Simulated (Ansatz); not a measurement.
Computed with Ansatz on PBE0-D4/def2-TZVP structures; ΔE is electronic, products minus reactants. CBS: MP2 limit from def2 TZ/QZ plus the TZ coupled-cluster correction, frozen cores. This one scheme is used for every species. DFT in def2-TZVPP. B3LYP here is the variant with VWN-RPA as its local correlation; programs differ in this. One conformer a species, not always the lowest.

Consider the redistribution: `CO[SiH2]CF` + `F[SiH2][SiH2]S` → `FC[SiH2][SiH2]F` + `CO[SiH2]S`.

```
             level  ΔE (kcal/mol)  difference from CCSD(T)/CBS
            PBE-D4           -0.4                         -0.1
         r2SCAN-D4           -0.4                         -0.1
           PBE0-D4           -0.3                          0.0
          B3LYP-D4            0.0                          0.3
           ωB97X-V           -0.3                          0.0
           ωB97M-V           -0.3                          0.0
            B2PLYP           -0.4                         -0.1
               PBE           -0.7                         -0.4
            r2SCAN           -0.5                         -0.2
              PBE0           -0.6                         -0.3
             B3LYP           -0.5                         -0.2
     HF/def2-TZVPP           -0.2                          0.1
    MP2/def2-TZVPP           -0.4                         -0.1
SCS-MP2/def2-TZVPP           -0.3                          0.0
   CCSD/def2-TZVPP           -0.5                         -0.2
CCSD(T)/def2-TZVPP           -0.5                         -0.2
     HF/def2-QZVPP           -0.3                          0.0
    MP2/def2-QZVPP           -0.3                          0.0
SCS-MP2/def2-QZVPP           -0.3                          0.0
      HF/CBS(def2)           -0.3                          0.0
     MP2/CBS(def2)           -0.3                          0.0
    CCSD/CBS(def2)           -0.3                          0.0
       CCSD(T)/CBS           -0.3                            0
```

Largest T1 diagnostic among the species: 0.012.
